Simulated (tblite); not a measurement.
Compound: CH6Br2OSi3.
SMILES with atom numbers: `[Br:1][Si:2]1([Br:3])[CH2:4][SiH2:5][SiH2:6][O:7]1` (hydrogens: H8, H9 on C4; H10, H11 on Si5; H12, H13 on Si6)

Computed with GFN2-xTB (tblite), gas phase: L-BFGS steps from a force-field or distance-geometry start until the largest atomic force falls under 0.01 eV/Å.

At the end of the run (lengths in Å): Si2–O7 1.607, Si5–Si6 2.320, C4–Si5 1.931, Si2–Br3 2.206, Br1–Si2 2.207, Si6–O7 1.660, Si6–H12 1.460, Si2–O7–Si6 128.2°, Br3–Si2–O7 106.5°, Si2–C4–Si5 108.2°, Br1–Si2–C4 112.5°, Br1–Si2–C4–Si5 112°, Si2–C4–Si5–Si6 5°, C4–Si5–Si6–O7 -3°, H8–C4–Si2–Br1 -10°, H10–Si5–C4–Si2 127°.

**Question.** These geometries were met on the way; a selection of coordinates is given. Order them by energy above the end point, lowest first.
A. Si2–O7 1.608, Si5–Si6 2.295, C4–Si5 1.928, Si2–Br3 2.184, Br1–Si2 2.231, Si6–O7 1.684, Si6–H12 1.430, Si2–O7–Si6 117.7°, Br3–Si2–O7 117.0°, Si2–C4–Si5 100.7°, Br1–Si2–C4 104.2°, Br1–Si2–C4–Si5 66°, Si2–C4–Si5–Si6 32°, C4–Si5–Si6–O7 -10°, H8–C4–Si2–Br1 -54°, H10–Si5–C4–Si2 151°
B. Si2–O7 1.611, Si5–Si6 2.352, C4–Si5 1.936, Si2–Br3 2.220, Br1–Si2 2.238, Si6–O7 1.682, Si6–H12 1.460, Si2–O7–Si6 123.5°, Br3–Si2–O7 114.6°, Si2–C4–Si5 102.3°, Br1–Si2–C4 109.8°, Br1–Si2–C4–Si5 69°, Si2–C4–Si5–Si6 31°, C4–Si5–Si6–O7 -13°, H8–C4–Si2–Br1 -57°, H10–Si5–C4–Si2 155°
C. Si2–O7 1.626, Si5–Si6 2.288, C4–Si5 1.928, Si2–Br3 2.208, Br1–Si2 2.188, Si6–O7 1.677, Si6–H12 1.474, Si2–O7–Si6 122.2°, Br3–Si2–O7 116.4°, Si2–C4–Si5 102.9°, Br1–Si2–C4 107.4°, Br1–Si2–C4–Si5 66°, Si2–C4–Si5–Si6 32°, C4–Si5–Si6–O7 -13°, H8–C4–Si2–Br1 -61°, H10–Si5–C4–Si2 154°
D. Si2–O7 1.609, Si5–Si6 2.336, C4–Si5 1.918, Si2–Br3 2.198, Br1–Si2 2.212, Si6–O7 1.670, Si6–H12 1.454, Si2–O7–Si6 122.4°, Br3–Si2–O7 108.6°, Si2–C4–Si5 103.6°, Br1–Si2–C4 111.8°, Br1–Si2–C4–Si5 72°, Si2–C4–Si5–Si6 31°, C4–Si5–Si6–O7 -12°, H8–C4–Si2–Br1 -54°, H10–Si5–C4–Si2 157°
E. Si2–O7 1.705, Si5–Si6 2.244, C4–Si5 1.864, Si2–Br3 2.267, Br1–Si2 2.258, Si6–O7 1.708, Si6–H12 1.481, Si2–O7–Si6 107.7°, Br3–Si2–O7 112.3°, Si2–C4–Si5 98.5°, Br1–Si2–C4 105.7°, Br1–Si2–C4–Si5 66°, Si2–C4–Si5–Si6 33°, C4–Si5–Si6–O7 -8°, H8–C4–Si2–Br1 -52°, H10–Si5–C4–Si2 151°

**Answer.** D (0.116 eV), B (0.189 eV), C (0.313 eV), A (0.534 eV), E (0.927 eV).

```
step  E above end (eV)  rms distance from the end, all atoms (Å)  largest force (eV/Å)  rms shift of all bonds from the end (Å)
  17             0.116                                     0.574                 0.189                                    0.008
  10             0.189                                     0.620                 0.355                                    0.015
   6             0.313                                     0.652                 0.569                                    0.015
   3             0.534                                     0.687                 0.842                                    0.017
   0             0.927                                     0.705                 2.378                                    0.048
```

Rows stand in the order of the answer.
